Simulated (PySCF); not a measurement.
## Dipole response of Zn (zinc, neutral)

[Ar] 3d9 4s2 4p1, one real determinant (an excited configuration). Calculation: PySCF 2.14, in aug-cc-pwCVDZ-PP with ECP10MDF (6s6p5d3f, 70 functions); scalar relativity through the core potential. Coupled (time-dependent) response in atomic units; α is the mean over directions. A double-zeta set is small for polarisabilities.

```csv
method,mean α (bohr³),"α xx, yy, zz",C₆ (like pair),S(−4)
UHF,45.48,"36.62, 36.62, 63.21",382.1,1189
PBE,44.99,"32.99, 32.99, 68.98",355.4,1640
PBE0,43.83,"33.81, 33.81, 63.87",353.6,1296
PW91,44.89,"32.80, 32.80, 69.07",352.4,1673
B97-3,44.44,"34.50, 34.50, 64.31",361.4,1312
```

S(−4) is the Cauchy moment in α(ω) = α(0) + S(−4) ω² + …

α(iu) at PBE:

| u (hartree) | α(iu) (bohr³) |
| --- | --- |
| 0 | 44.99 |
| 0.0500 | 41.57 |
| 0.100 | 35.46 |
| 0.200 | 25.20 |
| 0.300 | 18.00 |
| 0.500 | 9.944 |
| 0.750 | 5.651 |
| 1.00 | 3.722 |
| 1.50 | 2.102 |
| 2.00 | 1.437 |
| 3.00 | 0.8601 |
| 5.00 | 0.4360 |

The components differ because the open shell of this determinant is not spherical; for a pure term their mean is the scalar polarisability.

⟨L²⟩ = 7.97 against 12 for a pure F term, so this real determinant mixes terms. Energies and moments cover only the electrons outside the core potential.
